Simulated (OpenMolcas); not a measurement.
Tc5+ (d2) among equal point charges was computed by CASSCF with the d shell active (OpenMolcas, ANO-RCC-VDZP on the metal). Its lowest spin-free states, and all those of the highest spin:

```tsv
2S+1	Degeneracy	E (cm-1)
3	1	0.0
3	2	1285
3	2	4600
3	2	5404
1	2	12960
1	2	14451
1	1	14761
3	2	15879
1	1	18966
1	2	19860
1	2	21240
1	1	24277
3	1	24903
```

**Question.** Is the site octahedral, tetrahedral or cube-like, axial, or of lower symmetry?

**Answer.** The states with 2S+1 = 3 have orbital degeneracies 1, 2, 2, 2, 2, 1. There are pairs but no triples, so the site is axial: not cubic, but with a proper or improper axis of order three or more. The run had Tc5+ among 3 point charges of -1 e arranged as a planar triangle (D3h), 1.92 Å from the ion.

Spin-orbit coupling mixes the spin-free states strongly: the lowest level takes only 57 % from its leading state, 3A2. Without dynamic correlation the repulsion within the d shell is too large (B by tens of per cent), so at a given field states of lower spin stand too high. Point charges carry no covalency, so the field is a model and not that of real ligands. An unlabelled pair can be two single states that coincide in this model. No measured value stands beside these numbers.
